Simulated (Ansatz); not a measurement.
All numbers were calculated with Ansatz.

C2H4F2Sn at its PBE0-D4/def2-TZVP geometry, where that method's forces vanish. Total charge 0; spin multiplicity 1. Sn takes the def2 core potential. The bonds changed during the relaxation, so this is another structure than the one it started from.

```json
{"atom": "F1", "x (Å)": "1.531", "y (Å)": "1.144", "z (Å)": "1.220"}
{"atom": "C2", "x (Å)": "1.277", "y (Å)": "0.391", "z (Å)": "0.187"}
{"atom": "F3", "x (Å)": "2.194", "y (Å)": "-0.525", "z (Å)": "0.054"}
{"atom": "C4", "x (Å)": "0.256", "y (Å)": "0.569", "z (Å)": "-0.649"}
{"atom": "Sn5", "x (Å)": "-1.152", "y (Å)": "-1.165", "z (Å)": "1.014"}
{"atom": "H6", "x (Å)": "-0.409", "y (Å)": "1.406", "z (Å)": "-0.504"}
{"atom": "H7", "x (Å)": "0.172", "y (Å)": "-0.055", "z (Å)": "-1.525"}
{"atom": "H8", "x (Å)": "-1.512", "y (Å)": "-1.877", "z (Å)": "-0.570"}
{"atom": "H9", "x (Å)": "-2.359", "y (Å)": "0.112", "z (Å)": "0.772"}
```

(1) For each bond, give half the difference of the two atoms' forces along it (eV/Å; positive pushes the atoms apart) under PBE-D4, r2SCAN-D4, B3LYP-D4, ωB97M-V in def2-TZVPP. (Best estimate.)

## Answers

(1) The calculation gave: 
| bond | length (Å) | PBE-D4 | r2SCAN-D4 | B3LYP-D4 | ωB97M-V |
| --- | --- | --- | --- | --- | --- |
| F1–C2 | 1.303 | 0.51 | 0.22 | 0.37 | 0.32 |
| C2–F3 | 1.303 | 0.51 | 0.22 | 0.37 | 0.32 |
| C2–C4 | 1.332 | 0.19 | 0.07 | -0.19 | -0.31 |
| C4–H6 | 1.079 | -0.02 | -0.09 | -0.07 | -0.02 |
| C4–H7 | 1.079 | -0.02 | -0.09 | -0.07 | -0.02 |
| Sn5–H8 | 1.774 | 0.19 | -0.01 | 0.09 | -0.14 |
| Sn5–H9 | 1.773 | 0.19 | -0.01 | 0.09 | -0.14 |

B3LYP here is the variant with VWN-RPA as its local correlation; programs differ in this.
